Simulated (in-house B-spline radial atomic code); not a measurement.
Checks on a self-consistent run for Bi8+, [Xe] (4f5/2)5 (4f7/2)8 (5d3/2)3 (5d5/2)4 (8p3/2)1. Method: Dirac-Hartree-Fock, average of the jj configuration, Fermi nucleus of rms radius 5.5211 fm. Calculated with a B-spline radial code for spherical atoms.

```tsv
orbital	q	ε (Eh)	<1/r>	<r²>	small-component weight
1s1/2	2	-3355.05754	103.166	0.000346327	0.10052
2s1/2	2	-613.08820	25.5784	0.00518545	0.023258
2p1/2	2	-588.17085	25.4876	0.00365335	0.023312
2p3/2	4	-502.80587	20.2318	0.00482967	0.020446
3s1/2	2	-155.02650	9.38985	0.0334971	0.007864
3p1/2	2	-143.81497	9.28769	0.0304765	0.0077965
3p3/2	4	-124.48650	7.91689	0.036739	0.0069738
3d3/2	4	-106.31505	7.79895	0.0280397	0.0068316
3d5/2	6	-102.30285	7.49324	0.0297657	0.0066065
4s1/2	2	-41.28122	3.98848	0.15927	0.0027148
4p1/2	2	-36.33840	3.87803	0.161376	0.0026189
4p3/2	4	-31.51360	3.42695	0.190088	0.0023329
4d3/2	4	-23.43330	3.2266	0.196473	0.0021204
4d5/2	6	-22.61096	3.12476	0.206198	0.0020449
4f5/2	5	-12.18583	2.80769	0.216979	0.0016934
4f7/2	8	-12.00563	2.77006	0.222037	0.0016629
5s1/2	2	-11.64109	1.68752	0.745414	0.00075707
5p1/2	2	-9.78821	1.58515	0.827869	0.00068647
5p3/2	4	-8.74455	1.43325	0.965018	0.00060456
5d3/2	3	-6.02574	1.23291	1.26803	0.00046837
5d5/2	4	-5.87888	1.19815	1.32832	0.00044832
8p3/2	1	-1.32378	0.267009	28.3186	5.1099e-05
```

Electron-electron repulsion V_ee = 7492.3866 hartree.

(1) What total energy follows from the eigenvalues?

(2) Does the Dirac virial theorem hold?

(3) What diamagnetic shielding (Lamb formula) and susceptibility (Langevin formula) do the radii give?

Results:

(1) The eigenvalues count the repulsion twice, so E = Σqε - V_ee = -14046.983 - 7492.387 = -21539.370 hartree; the run printed -21539.370.

(2) For a point nucleus E = -2c²Σq·w, with w the small-component weight. Here Σq·w = 0.57323 and c = 137.0360, so the ratio E/(-2c²Σq·w) is 1.000480; the finite nucleus accounts for the departure from 1.

(3) σ = (α²/3)Σq<1/r> = 652.901/(3·137.036²) = 11589 ppm, and χ = -0.79199×10⁻⁶·Σq<r²> = -40.65×10⁻⁶ cm³/mol with Σq<r²> = 51.332 bohr². Both are non-relativistic formulas without the paramagnetism of open shells; for so heavy an element the full relativistic shielding is larger by tens of per cent.
